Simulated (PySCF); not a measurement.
# Atomic charges by several schemes

Compound: BCl2(SiH3).
Z-matrix (Å and degrees, PBE0-D3(BJ)/def2-SVP geometry), rows numbered from 1:
```
B 
Cl  1  1.7492
Cl  1  1.7491  2  118.34
Si  1  2.0238  2  120.72  3   177.62
H   4  1.4942  1  111.25  2   152.80
H   4  1.4942  1  111.18  2    30.28
H   4  1.4979  1  107.87  2   -88.43
```

Density: PBE0/pcSseg-1 (PySCF); schemes: Mulliken, IAO, Hirshfeld and ESP-fitted. Geometry: PBE0-D3(BJ)/def2-SVP; no solvent, vibrations or thermal averaging.

Tabulate the Mulliken, IAO, Hirshfeld and ESP-fitted charges.

In e; atoms taken as equivalent share a row and are averaged (×n: the atom named and its like, n in all):

| atom | environment | Mulliken | IAO | Hirshfeld | ESP-fitted |
| --- | --- | --- | --- | --- | --- |
| B1 | boron bonded to 2 Cl and Si | +0.087 | -0.093 | +0.090 | +0.151 |
| Cl2/Cl3 | chlorine bonded to B | -0.153 | -0.026 | -0.052 | -0.093 |
| Si4 | silicon bonded to B and 3 H | +0.394 | +0.419 | +0.221 | +0.247 |
| H5/H6/H7 | hydrogen on Si4 | -0.059 | -0.092 | -0.069 | -0.070 |

Mean size of the charges over all atoms: Mulliken 0.138 e, IAO 0.120 e, ESP-fitted 0.114 e, Hirshfeld 0.089 e. Each set sums to the total charge, 0, to within 0.001 e. The ESP scheme is a least-squares fit of atom-centred charges to the potential on four shells outside the van der Waals surface, with the total charge fixed. The Mulliken scheme counts on each atom the diagonal of the density matrix times the overlap matrix over that atom's basis functions.

Lowest charge. The schemes don't all agree: Mulliken Cl2/Cl3 (-0.153); IAO B1 (-0.093); Hirshfeld H5/H6/H7 (-0.069); ESP-fitted Cl2/Cl3 (-0.093).

Highest charge. All schemes agree: Mulliken Si4 (+0.394); IAO Si4 (+0.419); Hirshfeld Si4 (+0.221); ESP-fitted Si4 (+0.247).

How many electrons does the Hirshfeld scheme count on B1?

Z − q = 5 − (+0.090) = 4.910.

Sum the charges by element, for elements with more than one atom.

```tsv
element	atoms	Mulliken	IAO	Hirshfeld	ESP-fitted
Cl	2	-0.305	-0.051	-0.105	-0.187
H	3	-0.176	-0.275	-0.207	-0.211
```

The run behind these numbers computed NMR shieldings as well. Time: 4.4 s of wall time. Hardware: an x86-64 server with one thread, on a shared host.
